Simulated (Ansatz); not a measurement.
Ansatz (a quantum-chemistry and plane-wave program) input (PBE/def2-SVPD):

Ansatz 0.2 input:
```yaml
crystal:
  periodic: [false, false, false]
  atoms:
    - {symbol: S, position_ang: [-0.00000000, -0.00000000, -0.57933392]}
    - {symbol: F, position_ang: [0.00000000, 0.00000000, 1.02992697]}
basis:
  gaussian:
    orbitals: def2-SVPD
hamiltonian:
  xc: {name: PBE}
magnetization: {spin_polarized: true, initial_magnetization: 1}
```

Output:

```
Functional definition: PBE
integrals: 0.01 GiB planned
455 factors; their error is unknown
mean field: 0.11 GiB planned
mean field evaluation 1: about -13536.9870 eV, gradient 1.6e1 eV
mean field evaluation 2: about -13530.3138 eV, gradient 4.7e1 eV
mean field evaluation 4: about -13537.8141 eV, gradient 9.0e-1 eV
mean field evaluation 8: about -13537.8075 eV, gradient 1.5e-2 eV
mean field evaluation 16: about -13537.8099 eV, gradient 9.0e-2 eV
mean field -13537.80750850 eV, -497.5052496820 hartree, gradient 4.6e-5 eV, S^2 0.752357; 2 other end points of the search recorded, 0 dependent functions left out
reference -13537.80755064 eV, -497.5052512306 hartree; 13, 12 occupied and 37, 38 virtual orbitals, 455 factors
Total energy: -13537.80755064 eV, -497.5052512306 hartree
```
